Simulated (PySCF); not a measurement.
Vertical excitation energies

Phosphorus tribromide, PBr3.
InChI=1S/Br3P/c1-4(2)3

Computed with TDDFT CAM-B3LYP/aug-cc-pVTZ, vertical, gas phase, core orbitals frozen in the response (PySCF 2.14.0, density-fitted response routines). Geometry: PBE0-D3(BJ)/def2-TZVP; no solvent, vibrations or thermal averaging. The CAM-B3LYP/aug-cc-pVTZ calculation is non-relativistic and has no spin–orbit coupling, an omission that weighs most on bromine.

```
state  E (eV)  E (kJ/mol)  λ (nm)       f  symmetry                main configurations (H = HOMO, L = LUMO)
   S1    4.49         434   275.9   0.017        A1                                               H→L (97%)
   S2    5.04         486   246.1   0.017         E                      H→L+1/L+2 (≥71%), H-3/H-2→L (≥23%)
   S3    5.04         486   245.9   0.017         E                      H→L+1/L+2 (≥71%), H-3/H-2→L (≥23%)
   S4    5.11         493   242.4  0.0000         –                                             H-1→L (92%)
   S5    5.63         543   220.1   0.026         E  H-3/H-2→L (≥37%), H-1→L+1/L+2 (≥28%), H→L+1/L+2 (≥11%)
   S6    5.63         543   220.1   0.029         E  H-3/H-2→L (≥39%), H-1→L+1/L+2 (≥26%), H→L+1/L+2 (≥11%)
   S7    5.71         551   217.2   0.068         E                    H-1→L+1/L+2 (≥31%), H-3/H-2→L (≥13%)
   S8    5.71         551   217.2   0.068         E                    H-1→L+1/L+2 (≥31%), H-3/H-2→L (≥14%)
   S9    5.93         572   209.2  0.0039        A1                                  H-3/H-2→L+1/L+2 (≥94%)
```

Triplets, Tamm–Dancoff:

```csv
state,E (eV),λ (nm),"main configurations (H = HOMO, L = LUMO)"
T1,3.96,313.4,H→L (95%)
T2,4.08,304.2,H→L+1/L+2 (≥91%)
T3,4.08,304.0,H→L+1/L+2 (≥91%)
T4,4.69,264.4,H-1→L (83%)
```

The lowest singlet lies at 4.49 eV (276 nm, ultraviolet) and is weak; its leading configuration is HOMO→LUMO (97%). The strongest level in the table is S7/S8 at 5.71 eV (217 nm, f = 0.136 summed). S2/S3, S5/S6 and S7/S8 lie within about 0.01 eV of each other in each set; the point group C3v has degenerate representations, and within a degenerate level the listed configurations can mix freely. Löwdin shares by element: HOMO bromine 61%, phosphorus 39%; LUMO bromine 71%, phosphorus 29%. Orbital energies (eV): HOMO-3 -10.08, HOMO-2 -10.08, HOMO-1 -9.82, HOMO -9.12, LUMO -1.20, LUMO+1 -0.70, LUMO+2 -0.69. The oscillator strengths of these states sum to 0.245; summed over the whole spectrum of an exact calculation they would give the number of electrons, 120 (Thomas–Reiche–Kuhn). Weighted by f, the mean energy of these states is 5.52 eV. Symmetry labels in C3v follow from the direction of the transition dipole and are given only for states with f of 0.002 or more. Orbitals of the list HOMO-3 to LUMO+2 that lie within 0.01 eV of each other are written together with a slash and their weights summed (≥ marks a lower bound); for degenerate orbitals outside that list single weights are arbitrary. Singlets were solved by full linear response, triplets in the Tamm–Dancoff approximation. The highest level found (6.07 eV, f 0.0000 so far) is left out, since the window may have cut off a degenerate partner.

Hardware: one thread, Arm Neoverse V2 (aarch64), no GPU (shared host). Cost: 53 s of wall time, 1.0 GiB resident at most.
